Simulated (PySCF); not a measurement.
# Ir: excitation energy

Ir [Xe] 4f14 5d7 6s2 (4F) → Ir [Xe] 4f14 5d7 6s1 6p1 (high-spin determinant), as a difference of total energies. Computed with PySCF 2.14 in x2c-TZVPPall (11s7p7d3f1g, 97 functions), with the spin-free X2C one-electron Hamiltonian (Gaussian nucleus). Correlated levels: valence: [Xe] 4f14 frozen; valence and next inner shell: [Kr] 4d10 4f14 frozen. The calculations carry no spin-orbit coupling.

| method | excitation energy (eV) |
| --- | --- |
| UHF | 2.185 |
| LDA | 4.167 |
| PBE | 3.888 |
| PBE0 | 3.573 |
| r2SCAN | 3.582 |
| CAM-B3LYP | 3.838 |
| M06 | 4.697 |
| M06-L | 4.094 |
| MP2 (valence) | 3.497 |
| SCS-MP2 (valence) | 3.763 |
| MP2 (valence and next inner shell) | 3.682 |
| SCS-MP2 (valence and next inner shell) | 3.848 |

Question: How much does correlation contribute at MP2 (valence and next inner shell)?

Answer: 3.682 − (2.185) = 1.497 eV, measured against UHF.

A first-order spin-orbit estimate (lowest level to lowest level, LS coupling) adds 0.230 eV.

The basis was made for the ground configuration and has no added diffuse functions, so the excitation energy can come out too high.

The determinant of the upper state mixes LS terms, which raises its energy above the lowest term, most at the Hartree-Fock and MP2 levels.
